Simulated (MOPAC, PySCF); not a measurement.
Relaxed torsion scan: SMILES [SeH][SiH2]Br, singlet. Scanned: dihedral H4–Se1–Si2–Br3; all other coordinates were relaxed at GFN2-xTB. Points at φ and −φ are mirror images. Heavy atoms are numbered in the order of the SMILES [SeH][SiH2]Br, hydrogens after them in the order of the atoms that carry them; the mirror image has the same energies with the sign of each dihedral reversed.

Levels: PM6, restricted, heats of formation // GFN2-xTB (MOPAC); RKS-B3LYP/6-31G* = restricted B3LYP/6-31G*, spherical d // GFN2-xTB run with PySCF; AM1, restricted, heats of formation // GFN2-xTB (MOPAC).

Energies in eV, each method relative to its own lowest point.

| φ / ° | PM6 | RKS-B3LYP/6-31G* | AM1 |
|---|---|---|---|
| -150 | 0.062 | 0.065 | 0.030 |
| -120 | 0.028 | 0.045 | 0.009 |
| -90 | 0.000 | 0.003 | 0.000 |
| -60 | 0.023 | 0.000 | 0.014 |
| -30 | 0.096 | 0.061 | 0.049 |
| 0 | 0.142 | 0.107 | 0.070 |
| 30 | 0.096 | 0.061 | 0.049 |
| 60 | 0.023 | 0.000 | 0.014 |
| 90 | 0.000 | 0.003 | 0.000 |
| 120 | 0.028 | 0.045 | 0.009 |
| 150 | 0.062 | 0.065 | 0.030 |
| 180 | 0.078 | 0.063 | 0.042 |
